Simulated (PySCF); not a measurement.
**Structure elucidation problem**

An unknown has the formula C5H6FNSi. Its calculated NMR data are:

¹H NMR (400 MHz, computed): δ 6.96 (m, 1H), 6.31 (m, 1H), 5.36 (m, 1H), 4.97 (m, 1H), 4.82 (d, 2H).

¹³C{¹H} NMR (computed): δ 175.0 (C), 148.1 (CH), 130.6 (CH), 125.8 (C), 106.4 (CH2).

PySCF 2.14.0 with density-fitted response routines calculation with NMR shieldings at PBE0/pcSseg-1/GIAO and structure optimised with GFN2-xTB; one conformer, fast rotation and ring inversion assumed for equivalent nuclei, non-relativistic Hamiltonian, in vacuum.

References, each an isolated molecule treated in the same way: ¹H, ¹³C against TMS.

Question: Choose the structure that fits.
A. CC#C[C@H](C#N)[SiH2]F
B. C=C(/C=C\C#N)[SiH2]F
C. C=C(F)/C=C\[SiH2]C#N
D. N#CC1=C(F)C[C@H]1[SiH3]

Answer: C. 

Rings plus π bonds: 4 (no ring in the answer). 5 carbon signals for 5 carbons: no two carbons are equivalent. Carbon types of the structure: 2 × C, 2 × CH, 1 × CH2, leaving 2 H on heteroatoms. δC 175.0: fully substituted alkene carbon. δC 148.1, 130.6: alkene CH; the olefinic region. δC 125.8: nitrile carbon; C≡N carbons fall here, among the sp2 signals but without a proton. δC 106.4: terminal =CH2 carbon; the olefinic region. δH 6.96, 6.31: hydrogen on an alkene CH; a vinylic proton, deshielded by the sp2 carbon and the C=C anisotropy.

The others: N#CC1=C(F)C[C@H]1[SiH3] would give 4 signals for carbon-bound and other non-exchanging H, not 5; CC#C[C@H](C#N)[SiH2]F would give 4 signals for carbon-bound and other non-exchanging H, not 5; C=C(/C=C\C#N)[SiH2]F has carbons computed at 163.9, 151.5, 150.1, 124.3, 100.8.

Splittings by ¹⁹F in the carbon and heteronuclear signals aren't shown, as no couplings were computed. Shifts are as computed. Against solution values, carbons near 30 ppm lie about +3 ppm off and those near 130 ppm about +5 ppm. Of 1211 compounds with measured shifts, 218 miss one by over three times the rms of a fit or turn the order of signals round; such compounds aren't used in these exercises. No couplings were computed; multiplicities are counted from neighbouring protons, with m where these are inequivalent, close in shift, in a saturated or five-membered ring or joined by F or P, and br s for small geminal =CH2 splittings.
